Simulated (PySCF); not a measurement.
CdS. Atoms are numbered in the order given.

```xyz
2

Cd     0.0000     0.0000    -0.5575
S      0.0000     0.0000     1.6724
```
Charge 0, spin multiplicity 1.

Geometry optimised at r2SCAN-D4/def2-TZVPD. The def2 effective core potentials stand for the cores of Cd; spin–orbit coupling is left out.

Calculation: ωB97X/def2-TZVPD run with PySCF.

Isolated molecule, no solvent.

```
Item                                                                                                           Result
---------------------------------------------------------------------------------------------  ----------------------
total energy                                                                                       -565.94230 hartree
point group                                                                                                       C∞v
highest occupied level                                                                                       -8.57 eV
lowest empty level                                                                                           -2.39 eV
orbital gap                                                                                                   6.18 eV
dipole moment                                                                                                  6.46 D
quadrupole, principal values (traceless, Buckingham form, about the centre of nuclear charge)  -0.73, -0.73, 1.45 D·Å
mean static polarisability                                                                      68.4 bohr³ (10.13 Å³)
polarisability, principal values                                                               54.3, 54.3, 96.6 bohr³
```
